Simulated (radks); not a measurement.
Values are calculated unless marked as measured or tabulated.
All-electron atom: H I in 1s0.5 2p0.5 (fractional occupations, a model configuration).

Code: a radial shooting solver on a logarithmic mesh with Libxc functionals. Model: scalar-relativistic Kohn-Sham, Wu-Cohen GGA, spin-unpolarised, spherical densities, finite nucleus; Gaussian nuclear charge, rms radius 0.8783 fm; without spin polarisation the odd electron is poorly described.

Energy parts (Ry):
part                    energy
total                 -0.61012
kinetic                0.59801
electron-nucleus      -1.20651
Hartree                0.27353
exchange-correlation  -0.27515

Orbitals (lengths in bohr, moments of r in powers of bohr; r(max) is where P^2 peaks):
1s: occ. 0.5; eigenvalue (Ry) -0.76377; r(max) 0.9575; <1/r> 1.043
2p: occ. 0.5; eigenvalue (Ry) -0.06394; r(max) 6.781; <1/r> 0.1636

The highest occupied level is 2p at -0.870 eV. The density falls to 0.001 e/bohr^3 at r = 2.62 bohr.

Empty levels of this run are not shown, since the potential may be unsettled where no density lies.
